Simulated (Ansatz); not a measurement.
This geometry of CH3ClOSi (7 atoms, charge 0, multiplicity 1) is a first-order saddle point.

Method: Ansatz, UKS PBE0-D4/def2-SVP.

```xyz
7
Properties=species:S:1:pos:R:3
Cl -0.773 -1.493 1.703
C 0.402 -0.540 0.925
O 0.439 -0.664 -1.105
Si -0.139 0.724 -0.354
H 1.062 -1.012 -0.150
H -1.590 0.949 -0.571
H 0.660 1.969 -0.493
```

(1) Which two structures does it join? (They come from a converged band through this point; their orientation in space is the band's.)

(2) How far does it lie above each of them?

## Answers

(1) Bonds broken: C2–O3, C2–H5. Bonds formed: O3–H5.

First end point:

```xyz
7
Properties=species:S:1:pos:R:3
Cl -0.702 -1.712 1.373
C 0.385 -0.690 0.411
O 0.149 -0.720 -0.982
Si -0.219 0.837 -0.390
H 1.422 -0.900 0.702
H -1.653 1.195 -0.308
H 0.680 1.923 -0.851
```

Last end point:

```xyz
7
Properties=species:S:1:pos:R:3
Cl -0.521 -1.600 2.036
C -0.716 -0.063 1.408
O 0.609 -0.623 -1.226
Si -0.152 0.513 -0.277
H 1.488 -0.907 -0.961
H -1.375 0.920 -1.018
H 0.728 1.692 -0.007
```

(2) 2.75 eV above the first and 1.06 eV above the second. This is the barrier of this one path; another mechanism may lie lower. The orbitals stay closed-shell, which can raise the energy where a bond breaks towards radicals; this wasn't checked here.

The run took 6.3 min on 2 threads of Arm Neoverse V2 (shared host), peak memory 0.23 GiB.
